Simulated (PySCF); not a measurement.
**Eu: excitation energy**

Eu [Xe] 4f7 6s2 (8S) → Eu [Xe] 4f7 5d1 6s1 (10D), as a difference of total energies. Computed with PySCF 2.14 in x2c-TZVPPall (11s7p7d4f2g, 113 functions), with the spin-free X2C one-electron Hamiltonian (Gaussian nucleus). Correlated levels: valence: [Kr] 4d10 frozen; valence and next inner shell: [Ar] 3d10 frozen. The calculations carry no spin-orbit coupling.

```tsv
method	excitation energy (eV)
UHF	1.265
LDA	1.417
PBE	1.265
PBE0	1.278
r2SCAN	0.855
MP2 (valence)	1.637
SCS-MP2 (valence)	1.903
MP2 (valence and next inner shell)	1.672
SCS-MP2 (valence and next inner shell)	1.915
```

Q: How much does correlation contribute at MP2 (valence and next inner shell)?

A: 1.672 − (1.265) = 0.407 eV, measured against UHF.

Errors of the correlated levels include the incompleteness of this basis and the frozen core.

For comparison: 1.658 eV (measured; NIST levels, between the centres of gravity of the two terms).
